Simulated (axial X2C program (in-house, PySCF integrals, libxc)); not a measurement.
# BrF: properties at the nuclei

Computed with an in-house all-electron X2C program for linear molecules (integrals from PySCF): two-component X2C with atomic mean-field Coulomb and Gaunt terms, Gaussian nuclei, basis Br dyall-cv3z, F dyall-av3z with contracted cores.

R = 1.759 Å (near the PBE0 minimum at charge 0 of the determinant lowest at the starting distance; the state shown can have its own minimum elsewhere).

Determinant lowest in the PBE0 search, Ω = 0 (closed shell), highest spinor 81% Br p, 14% F p, 3% F d:

| level | qzz Br (a.u.) | qzz F (a.u.) | μ (D) |
| --- | --- | --- | --- |
| PBE0 | 15.42 | 3.92 | -1.44 |
| HF | 16.41 | 3.89 | -1.78 |
| r2SCAN | 15.29 | 4.01 | -1.31 |
| PBE | 15.05 | 3.87 | -1.33 |
| PBE50 | 15.79 | 3.94 | -1.55 |

qzz is the electric field gradient, eQq0 = 234.96 MHz × Q/barn × qzz; μ is positive if the F end (last atom) is positive. The operators were transformed with the bare-nucleus X2C matrices; with these basis sets, hyperfine constants and field gradients can be off by tens of per cent, and where levels differ in sign neither size nor sign is settled.

**Question.** With Q(79Br) = 0.3087 barn (Q from Pyykkö, Mol. Phys. 2018), turn the PBE0 values of the first state into constants in MHz.

**Answer.** eQq0(79Br) = 234.96 × (0.3087) × (15.42) = 1120 MHz.

Each state is one determinant with collinear spin. The search compared states at one distance, so a state with another bond length can lie lower. Further determinants of the search, some of them spin-mixed, are not shown.
